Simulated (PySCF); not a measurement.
ClF2H3SSi2, SMILES F[SiH](S[SiH2]Cl)F.

Geometry: PBE-D3(BJ)/def2-SVP. This is a generated structure with no PubChem entry under its InChIKey; it may be hypothetical. One conformer was computed; it need not be the lowest.

Computed with PBE-D3(BJ)/def2-SVP run with PySCF.

Frequencies are harmonic and unscaled.

```
mode  ν (cm⁻¹)  IR (km/mol)    moving atoms (share of kinetic energy)
----  --------  -----------  ----------------------------------------
1           32          0.6                    F 65 %, Cl 21 %, S 9 %
2           51          0.0                  Cl 42 %, F 38 %, Si 11 %
3          111          1.7  Si 41 %, F 26 %, H 12 %, Cl 11 %, S 10 %
4          171          8.2          Cl 30 %, Si 27 %, S 22 %, F 18 %
5          205          2.3                   F 59 %, S 20 %, Si 18 %
6          271         11.5                   F 61 %, S 23 %, Si 11 %
7          343         16.9                   F 44 %, Si 41 %, S 11 %
8          461         13.7            Si 47 %, S 35 %, H 8 %, Cl 8 %
9          513        133.5                           Si 44 %, S 43 %
10         552         99.0                          Si 53 %, Cl 35 %
11         558         13.2                           H 75 %, Si 15 %
12         678          3.2                                    H 98 %
13         765        122.8                             H 86 %, F 9 %
14         803        110.3                            H 87 %, F 10 %
15         814         38.1                   H 56 %, F 30 %, Si 14 %
16         870        261.5                   H 38 %, Si 32 %, F 29 %
17         906         72.3                                    H 94 %
18         940        155.3                           Si 50 %, F 44 %
19        2201         66.1                                    H 98 %
20        2218         66.2                                    H 95 %
21        2255         97.2                                    H 97 %
```
